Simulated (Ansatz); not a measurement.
Reaction (formal loss of a carbene): `[SiH3]C[CH2][InH2]` → `[CH2]` (triplet) + `[SiH3][CH2][InH2]`

Isolated molecules relaxed with PBE0-D4/def2-TZVP in Ansatz; ΔE leaves out vibrations. CBS: MP2 limit from def2 TZ/QZ plus the TZ coupled-cluster correction, frozen cores. This one scheme is used for every species. Functionals use def2-TZVPP. B3LYP here is the variant with VWN-RPA as its local correlation; programs differ in this. HSE06 is defined as in plane-wave codes. Triplets are unrestricted, without spin–orbit coupling. Elements past krypton have def2 core potentials. For In outer-core shells are correlated without core-valence functions, which leaves a few kJ/mol of doubt a bond. Each species was taken in one conformer, which may not be the lowest.

```csv
level,ΔE (eV)
BLYP-D4,4.18
r2SCAN0-D4,3.96
HSE06-D4,4.23
BLYP,3.97
B3LYP,4.01
BHLYP,3.90
MP2/def2-QZVPP,4.35
CCSD/CBS(def2),4.14
```

(1) What does CCSD(T)/CBS give? (Best estimate.)

Largest T1 diagnostic among the species: 0.013.

Answers

(1) Computed: +4.28 eV. The listed levels differ from it by -0.10, -0.32, -0.05, -0.31, -0.27, -0.38, 0.07, -0.14 eV.

In def2-TZVPP, CCSD(T) changes the Hartree–Fock value by +1.57 eV (the triples alone add +0.14 eV) and MP2 by +1.70 eV. From BLYP to BHLYP (50 % exact exchange), in def2-TZVPP and without D4, ΔE moves by −0.07 eV. Leaving LDA and LC-ωPBE aside and taking each functional with its dispersion term where it has one, the values, not all of them listed here, spread over 0.39 eV, from r2SCAN0-D4 to ωB97X-V. LDA lies +0.86 eV from PBE without D4.

CCSD(T)/CBS has its own doubt, a few kJ/mol and more with outer-core shells, so smaller differences from it don't rank the levels.
